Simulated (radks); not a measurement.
Spherical quantum dot in the effective-mass picture: electrons in a well V = -V0 / (1 + exp((r - R)/a)) with V0 = 4.83, R = 5.08, a = 0.6, all in effective atomic units (hartree* = m*/eps^2 hartree, bohr* = eps/m* bohr), one dielectric constant everywhere. Method: non-relativistic Kohn-Sham, PBEsol, spin-polarised, spherical densities; computed with a radial shooting solver with Libxc functionals. Levels are named by radial order and angular momentum (1s, 1p, 1d, 2s, ...), and open shells are averaged over m. Results are scaled to m* = 0.093 and eps = 16.1, for which hartree* = 9.763 meV and bohr* = 9.161 nm.

N = 10, configuration 1s2 1p6 1d(up 2, down 0). This is the lowest configuration that the search found. Occupied and some empty levels:

level    occupation  eigenvalue (meV)  <r> (nm)
1s up             1           -17.549     26.72
1s down           1           -17.314     26.39
1p up             3           -16.101     29.19
1p down           3           -15.823     29.04
1d up             2           -13.917     31.18
1d down           0           -13.613     31.11
2s up             0           -11.234     23.40
1f up             0           -11.156     32.88
2s down           0           -11.116     23.44
1f down           0           -10.838     32.86
2p up             0           -8.0670     27.34
2p down           0           -7.9018     27.34

Energy (meV): total -290.020, kinetic 33.760, external -436.79, Hartree 139.50, exchange-correlation -26.490.
